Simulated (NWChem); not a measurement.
Everything below was run with NWChem. System: F6W, charge 0, spin multiplicity 1, at a geometry optimised with PBE/def2-SVP with def2 effective core potentials on W. The structure started from a generated list of species. Level: G0W0@CAM-B3LYP/def2-SVP with def2 effective core potentials on W, RI basis def2-svp-rifit, no spin-orbit coupling.

NWChem printed:

```
             Northwest Computational Chemistry Package (NWChem) 7.3.0
             --------------------------------------------------------

                                NWChem Input Module
                                -------------------

 Scaling coordinates for geometry "geometry" by  1.889725989
 (inverse scale =  0.529177249)

 Turning off AUTOSYM since
 SYMMETRY directive was detected!

                             Geometry "geometry" -> ""
                             -------------------------

 Output coordinates in angstroms (scale by  1.889725989 to convert to a.u.)

  No.       Tag          Charge          X              Y              Z
 ---- ---------------- ---------- -------------- -------------- --------------
    1 W                   74.0000     0.00000000     0.00000000     0.00000000
    2 F                    9.0000     1.86146800     0.00000000     0.00000000
    3 F                    9.0000    -1.86146800     0.00000000     0.00000000
    4 F                    9.0000     0.00000000     0.00000000     1.86147300
    5 F                    9.0000     0.00000000     1.86146600     0.00000000
    6 F                    9.0000     0.00000000    -1.86146600     0.00000000
    7 F                    9.0000     0.00000000     0.00000000    -1.86147300

 Effective nuclear repulsion energy (a.u.)    1365.9077690710

            Nuclear Dipole moment (a.u.)
            ----------------------------
        X                 Y               Z
 ---------------- ---------------- ----------------
     0.0000000000     0.0000000000     0.0000000000

      Symmetry information
      --------------------

 Group name             D2h
 Group number             26
 Group order               8
 No. of unique centers     4

      Symmetry unique atoms

     1    2    4    5


 Summary of "ao basis" -> "" (spherical)
 ------------------------------------------------------------------------------
       Tag                 Description            Shells   Functions and Types
 ---------------- ------------------------------  ------  ---------------------
 *                          def2-svp                  on all atoms

 Summary of "ri basis" -> "" (spherical)
 ------------------------------------------------------------------------------
       Tag                 Description            Shells   Functions and Types
 ---------------- ------------------------------  ------  ---------------------
 *                       def2-svp-rifit               on all atoms

                                 NWChem DFT Module
                                 -----------------

 Summary of "ao basis" -> "ao basis" (spherical)
 ------------------------------------------------------------------------------
       Tag                 Description            Shells   Functions and Types
 ---------------- ------------------------------  ------  ---------------------
 W                          def2-svp                12       32   6s3p2d1f
 F                          def2-svp                 6       14   3s2p1d

 Summary of "ao basis" -> "ao basis" (spherical)
 ------------------------------------------------------------------------------
       Tag                 Description            Shells   Functions and Types
 ---------------- ------------------------------  ------  ---------------------
 W                          def2-svp                12       32   6s3p2d1f
 F                          def2-svp                 6       14   3s2p1d

      Symmetry analysis of basis
      --------------------------

        ag         31
        au          4
        b1g         9
        b1u        18
        b2g         9
        b2u        18
        b3g         9
        b3u        18

  int_init: cando_txs set to always be  F

            General Information
            -------------------
          SCF calculation type: DFT
          Wavefunction type:  closed shell.
          No. of atoms     :     7
          No. of electrons :    68
           Alpha electrons :    34
            Beta electrons :    34
          Charge           :     0
          Spin multiplicity:     1
          Use of symmetry is: on ; symmetry adaption is: on
          Maximum number of iterations: 100
[...]
                       ------------------------------------

 Vector   32  Occ=2.000000D+00  E=-5.245080D-01  Symmetry=b1g
              MO Center=  5.9D-15,  1.7D-14,  2.2D-27, r^2= 3.9D+00
   Bfn.  Coefficient  Atom+Function         Bfn.  Coefficient  Atom+Function
  ----- ------------  ---------------      ----- ------------  ---------------
    37      0.347430  2 F  py                51     -0.347430  3 F  py
    78     -0.347423  5 F  px                92      0.347423  6 F  px
    40     -0.236772  2 F  py                54      0.236772  3 F  py
    81      0.236768  5 F  px                95     -0.236768  6 F  px

 Vector   33  Occ=2.000000D+00  E=-5.245036D-01  Symmetry=b3g
              MO Center= -2.6D-27,  5.2D-15,  1.3D-14, r^2= 3.9D+00
   Bfn.  Coefficient  Atom+Function         Bfn.  Coefficient  Atom+Function
  ----- ------------  ---------------      ----- ------------  ---------------
    65      0.347437  4 F  py                80     -0.347414  5 F  pz
    94      0.347414  6 F  pz               107     -0.347437  7 F  py
    68     -0.236778  4 F  py                83      0.236763  5 F  pz
    97     -0.236763  6 F  pz               110      0.236778  7 F  py

 Vector   34  Occ=2.000000D+00  E=-5.245018D-01  Symmetry=b2g
              MO Center= -1.9D-16,  5.0D-27, -1.3D-14, r^2= 3.9D+00
   Bfn.  Coefficient  Atom+Function         Bfn.  Coefficient  Atom+Function
  ----- ------------  ---------------      ----- ------------  ---------------
    38      0.347417  2 F  pz                52     -0.347417  3 F  pz
    64     -0.347434  4 F  px               106      0.347434  7 F  px
    41     -0.236765  2 F  pz                55      0.236765  3 F  pz
    67      0.236776  4 F  px               109     -0.236776  7 F  px

 Vector   35  Occ=0.000000D+00  E=-1.445779D-01  Symmetry=b1g
              MO Center= -4.2D-15, -3.0D-15, -9.3D-16, r^2= 1.7D+00
   Bfn.  Coefficient  Atom+Function         Bfn.  Coefficient  Atom+Function
  ----- ------------  ---------------      ----- ------------  ---------------
    16      0.949226  1 W  d -2              37      0.200166  2 F  py
    51     -0.200166  3 F  py                78      0.200165  5 F  px
    92     -0.200165  6 F  px                40     -0.146821  2 F  py
    54      0.146821  3 F  py                81     -0.146820  5 F  px
    95      0.146820  6 F  px

 Vector   36  Occ=0.000000D+00  E=-1.445772D-01  Symmetry=b3g
              MO Center= -5.0D-16, -3.2D-15, -2.7D-15, r^2= 1.7D+00
   Bfn.  Coefficient  Atom+Function         Bfn.  Coefficient  Atom+Function
  ----- ------------  ---------------      ----- ------------  ---------------
    17      0.949225  1 W  d -1              65      0.200166  4 F  py
    80      0.200165  5 F  pz                94     -0.200165  6 F  pz
   107     -0.200166  7 F  py                68     -0.146822  4 F  py
    83     -0.146820  5 F  pz                97      0.146820  6 F  pz
   110      0.146822  7 F  py

 Vector   37  Occ=0.000000D+00  E=-1.445769D-01  Symmetry=b2g
              MO Center= -2.0D-15, -1.0D-15, -3.5D-15, r^2= 1.7D+00
   Bfn.  Coefficient  Atom+Function         Bfn.  Coefficient  Atom+Function
  ----- ------------  ---------------      ----- ------------  ---------------
    19      0.949225  1 W  d  1              38     -0.200165  2 F  pz
    52      0.200165  3 F  pz                64     -0.200166  4 F  px
   106      0.200166  7 F  px                41      0.146820  2 F  pz
    55     -0.146820  3 F  pz                67      0.146822  4 F  px
   109     -0.146822  7 F  px

 center of mass
 --------------
 x =   0.00000000 y =   0.00000000 z =   0.00000000

 moments of inertia (a.u.)
 ------------------
         940.343527496993           0.000000000000           0.000000000000
           0.000000000000         940.344537819498           0.000000000000
           0.000000000000           0.000000000000         940.341001685980

     Multipole analysis of the density
     ---------------------------------

     L   x y z        total         alpha         beta         nuclear
     -   - - -        -----         -----         ----         -------
     0   0 0 0      0.000000    -34.000000    -34.000000     68.000000

     1   1 0 0     -0.000000     -0.000000     -0.000000      0.000000
     1   0 1 0     -0.000000     -0.000000     -0.000000      0.000000
     1   0 0 1     -0.000000     -0.000000     -0.000000      0.000000

     2   2 0 0    -42.031342   -132.381340   -132.381340    222.731338
     2   1 1 0      0.000000      0.000000      0.000000      0.000000
     2   1 0 1     -0.000000     -0.000000     -0.000000      0.000000
     2   0 2 0    -42.031411   -132.381135   -132.381135    222.730860
     2   0 1 1      0.000000      0.000000      0.000000      0.000000
     2   0 0 2    -42.031170   -132.381852   -132.381852    222.732535

 Task  times  cpu:       33.2s     wall:       33.2s

                                NWChem Input Module
                                -------------------

                                 NWChem GW Module
                                 ----------------

                             ***********************
                             ***        GW       ***
                             ***********************

 Summary of "ri basis" -> "ri basis" (spherical)
 ------------------------------------------------------------------------------
       Tag                 Description            Shells   Functions and Types
 ---------------- ------------------------------  ------  ---------------------
 W                       def2-svp-rifit             32      140   8s8p7d5f3g1h
 F                       def2-svp-rifit             16       48   6s5p4d1f

  int_init: cando_txs set to always be  F
  int_init: cando_txs set to always be  F

                 Memory Information
                 ------------------
          Available GA per process is          1699.9 MBs
          Available stack per process is        700.0 MBs
          Available heap per process is           0.1 MBs

          Peak memory in Initialization
              Peak GA per process is                 15.0 MBs
              Peak stack per process is               0.1 MBs
              Peak heap per process is               15.9 MBs
              Memory not in MA per process            0.0 MBs

          Peak memory in AFF Calculation
              Peak GA per process is                 81.8 MBs
              Peak stack per process is              59.3 MBs
              Peak heap per process is                0.0 MBs
              Memory not in MA per process           59.3 MBs

          Computing 2-center integrals
          Computing Inverse Cholesky factor
          Computing 3-center integrals
          Computing V_xc ...

          Computing Sigma_x
          Computing RPA polarizability
          Solving quasiparticle equations

                  Alpha Orbitals
          State     Energy (eV)     Error (eV)
          -----------------------------------
@GW        31        -15.409           0.004
@GW        32        -14.753           0.004
@GW        33        -14.753           0.004
@GW        34        -14.753           0.004
@GW        35         -1.899           0.004
@GW        36         -1.899           0.004

   Applying  -0.4807 eV scissor-shift to rest of particle states

   Applying   2.0353 eV scissor-shift to rest of hole states

     GW Timing Statistics
   ------------------------
   Init.   :          0.1s
     ERIs  :          1.9s
     Distr.:          0.0s
     Vxc   :          2.8s
   Sigma_x :          0.0s
   RPA     :          5.9s
   Wmn     :          0.1s
   Sigma_c :          0.0s
   GW total:         10.9s

 Task  times  cpu:       10.9s     wall:       10.9s

 Total times  cpu:       44.1s     wall:       44.1s
```

### Question
Write an NWChem input that would produce this output.

### Answer
This is not unique; one that fits is 
```
start mol
memory heap 200 mb stack 700 mb global 1700 mb
geometry units angstroms nocenter noautoz
  W      0.000000     0.000000     0.000000
  F      1.861468     0.000000     0.000000
  F     -1.861468     0.000000     0.000000
  F      0.000000     0.000000     1.861473
  F      0.000000     1.861466     0.000000
  F      0.000000    -1.861466     0.000000
  F      0.000000     0.000000    -1.861473
  symmetry group D2h
end
basis spherical
  * library def2-svp
end
ecp
  W library def2-ecp
end
basis "ri basis" bse spherical
  * library def2-svp-rifit
end
dft
  xc xcamb88 1.00 lyp 0.81 vwn_5 0.19 hfexch 1.00
  cam 0.33 cam_alpha 0.19 cam_beta 0.46
  direct
  iterations 100
  tolerances tight
end
task dft energy
gw
  states alpha occ 4 vir 2
end
task dft gw
```
